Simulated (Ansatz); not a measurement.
A further run on Na₈Cl₈ (started as a model of: 2x2x4 NaCl rock-salt block).

```yaml
crystal:
  periodic: [false, false, false]
  atoms:
    - {symbol: Na, position_ang: [-1.207933, -1.201257, -3.892751]}
    - {symbol: Cl, position_ang: [-1.483878, -1.477899, -1.290187]}
    - {symbol: Na, position_ang: [-1.293040, -1.289771, 1.360702]}
    - {symbol: Cl, position_ang: [-1.410534, -1.409038, 4.020594]}
    - {symbol: Cl, position_ang: [-1.412586, 1.413497, -4.018343]}
    - {symbol: Na, position_ang: [-1.291128, 1.294066, -1.358607]}
    - {symbol: Cl, position_ang: [-1.476823, 1.482835, 1.292667]}
    - {symbol: Na, position_ang: [-1.197604, 1.205061, 3.894772]}
    - {symbol: Cl, position_ang: [1.406079, -1.414253, -4.020280]}
    - {symbol: Na, position_ang: [1.288707, -1.294191, -1.360473]}
    - {symbol: Cl, position_ang: [1.478926, -1.482557, 1.290376]}
    - {symbol: Na, position_ang: [1.204144, -1.204563, 3.892898]}
    - {symbol: Na, position_ang: [1.201632, 1.200566, -3.894906]}
    - {symbol: Cl, position_ang: [1.481515, 1.477867, -1.292862]}
    - {symbol: Na, position_ang: [1.295229, 1.290088, 1.358358]}
    - {symbol: Cl, position_ang: [1.417294, 1.409538, 4.018034]}
basis:
  gaussian: {orbitals: "6-31++G**"}
hamiltonian: {xc: {name: revPBE}}
scf: {omitted_lower_state_checks: [starts]}
```

```sh
$ ansatz run in.yaml --threads 4 --pin off --events-out ev --progress --plain --max-ram 6963MiB
```

Output, abridged:

```
Functional definition: revPBE
3736 factors; their error is unknown
mean field evaluation 1: about -135496.9812 eV, gradient 5.2e1 eV
mean field evaluation 2: about -135489.9098 eV, gradient 7.4e1 eV
mean field evaluation 4: about -135505.3992 eV, gradient 1.8e0 eV
mean field evaluation 8: about -135505.4277 eV, gradient 6.5e-2 eV
mean field evaluation 16: about -135505.1198 eV, gradient 6.7e-5 eV
mean field -135505.11980559 eV, -4979.7213041862 hartree, gradient 6.7e-5 eV, S^2 0.000000; 0 other end points of the search recorded, 0 dependent functions left out
reference -135505.11995438 eV, -4979.7213096544 hartree; 112, 112 occupied and 256, 256 virtual orbitals, 3736 factors
Total energy: -135505.11995438 eV, -4979.7213096544 hartree
Checks for a lower state left out: starts
```

Hardware: 4 threads of Arm Neoverse V2 on a shared host. Wall time 35 s, peak host memory 1.6 GiB.

The 6-31G sets use Cartesian d functions.
